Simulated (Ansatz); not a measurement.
(AgCl)n off (charge -1): PBE0-D4/def2-TZVPD single points in Ansatz on relaxed structures, gas phase. Each cluster is the lowest isomer that a short search found in that spin, judged at the geometry's level, and lower ones may exist. Core potentials for Ag, no spin–orbit coupling. HOMO and LUMO are taken over both spins. Singlets are spin-restricted. The spins of the ions were chosen, not always searched. A dash marks a value that wasn't run or was left out as unsound. The structures are stationary points that may keep the symmetry of their start. Remarks come from the PBE and PBE0 runs and from stability tests at other levels; not every state was tested. A HOMO above zero means that the electron is unbound at that level and held by the basis, or that self-interaction error raises the level; the energy of removing that electron tells which. HOMO above LUMO (over both spins in singlets and doublets, within one spin in higher multiplets; at PBE or PBE0), or a gap under 0.15 eV within one spin, warns that the state may not be the lowest or that an electron is smeared out.

Task: Estimate the order by HOMO (eV), lowest first.
A. Ag3Cl4⁻ (singlet)
B. AgCl2⁻ (singlet)
C. Ag2Cl2⁻ (doublet; oxidised ion singlet)

Result: A (-4.36), B (-2.97), C (-0.98).

In full:

```json
{"species": "AgCl2⁻", "atoms": "3", "state": "singlet", "geometry": "PBE0-D4/def2-TZVPD", "HOMO (eV)": "-2.97", "vertical IE (eV)": "4.93", "lowest of the spins relaxed": "singlet, of singlet/triplet", "point group (within 0.1 Å)": "D∞h", "remarks": "gap within one spin near zero at PBE or PBE0 (neutral doublet), HOMO above zero (triplet), HOMO above zero (quintet), gap within one spin near zero at PBE or PBE0 (quintet)"}
{"species": "Ag2Cl2⁻", "atoms": "4", "state": "doublet; oxidised ion singlet", "geometry": "r2SCAN-D4/def2-SVPD", "HOMO (eV)": "-0.98", "vertical IE (eV)": "2.73", "lowest of the spins relaxed": "doublet, of doublet/quartet", "point group (within 0.1 Å)": "Cs", "remarks": "HOMO above zero (quartet)"}
{"species": "Ag3Cl4⁻", "atoms": "7", "state": "singlet", "geometry": "PBE-D4/def2-SVPD", "HOMO (eV)": "-4.36", "vertical IE (eV)": "–", "lowest of the spins relaxed": "–", "point group (within 0.1 Å)": "C2", "remarks": "–"}
```
